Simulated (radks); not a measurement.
Values are calculated unless marked as measured or tabulated.
Task: The mean radii <r> (bohr) of the occupied orbitals of an atom or ion are listed with their occupations. Code: a radial shooting solver on a logarithmic mesh with Libxc functionals. Model: non-relativistic Kohn-Sham, PBE, spin-polarised, spherical densities, point nucleus.

| orbital | occ. | <r> |
|---|---|---|
| 1s down | 1 | 0.05915 |
| 1s up | 1 | 0.05915 |
| 2s up | 1 | 0.2702 |
| 2s down | 1 | 0.2698 |
| 2p up | 3 | 0.2369 |
| 2p down | 3 | 0.2365 |
| 3s up | 1 | 0.8187 |
| 3s down | 1 | 0.8217 |
| 3p up | 3 | 0.8597 |
| 3p down | 3 | 0.8655 |
| 3d up | 5 | 1.104 |
| 4s up | 1 | 2.955 |
| 3d down | 1 | 1.208 |
| 4s down | 1 | 3.144 |

Name the element and its charge. Open shells, if any, are filled with parallel spins first.

Result: Z = 26, iron, charge 0: Fe in [Ar] 3d6 4s2. The 1s radius gives Z: for a bare nucleus <r> = 1.5/Z, 0.05769 bohr for Z = 26, and screening makes it slightly larger (0.05915 here). The occupations add up to 26, and the charge is Z minus that.
